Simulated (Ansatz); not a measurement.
`[NH2][GeH2][S]CF` + `N[SiH](N)F` → `[NH2][GeH2][NH][SiH](N)F` + `FCS`  (ligand exchange at a Ge–S bond)

Program: Ansatz. Geometries: PBE0-D4/def2-TZVP. ΔE: electronic, gas phase. CCSD(T)/CBS adds triple-zeta CCSD(T) − MP2 to the extrapolated MP2 energy (def2 sets, frozen cores). DFT in def2-TZVPP. B3LYP here is the variant with VWN-RPA as its local correlation; programs differ in this. For Ge outer-core shells are correlated without core-valence functions, which leaves a few kJ/mol of doubt a bond. Scalar relativity is left out up to krypton. One conformer a species, not always the lowest.

```
                   species  B3LYP-D4 energy (Eh)
        `[NH2][GeH2][S]CF`           -2671.71403
              `N[SiH](N)F`            -502.13185
`[NH2][GeH2][NH][SiH](N)F`           -2635.80073
                     `FCS`            -538.03383
```

Work out ΔE.

ΔE = (-2635.80073) + (-538.03383) − (-2671.71403) − (-502.13185) = 0.01132 Eh = +29.7 kJ/mol. CCSD(T)/CBS gives +27.5 kJ/mol.

Largest T1 diagnostic among the species: 0.012.

From PBE to PBE0 (25 % exact exchange), in def2-TZVPP and without D4, ΔE moves by −3.1 kJ/mol. The D4 term adds −4.6 kJ/mol with B3LYP and −2.7 kJ/mol with PBE0; it sums over pairs of atoms, weighted by their polarisabilities, and B3LYP, whose exchange is more repulsive, gets the larger term.
